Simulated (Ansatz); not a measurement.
Mulliken charges of C2H4AlClGe, SMILES `Cl[C]1=[CH][GeH2][AlH]1` from PBE/def2-TZVPP in Ansatz (PBE0-D4/def2-TZVP geometry).

```csv
atom,x (Å),y (Å),z (Å),charge (e)
Cl1,1.622,1.924,1.639,-0.113
C2,0.578,0.875,0.733,-0.069
C3,1.055,-0.137,-0.018,-0.119
Ge4,-0.461,-1.079,-0.880,0.012
Al5,-1.352,0.751,0.475,0.325
H6,2.118,-0.360,-0.105,0.082
H7,-0.358,-1.034,-2.417,-0.017
H8,-0.520,-2.561,-0.461,-0.017
H9,-2.592,1.574,1.015,-0.084
```

**Question.** By hand: the dipole of these point charges (1 e Å = 4.8032 D).

**Answer.** Σ q r = (-0.387, -0.131, -0.135) e Å, of length 0.430 e Å = 2.07 D.

**Question.** How does the dipole of the full density compare? (An estimate is asked.)

**Answer.** The calculation gave: (-0.225, -0.096, -0.093) e Å, 1.26 D; the point charges give 1.64 times that, at 5° from its direction.

Point charges leave out the atoms' own dipoles, such as those of lone pairs, and Mulliken's split depends on the basis, so the two needn't agree.
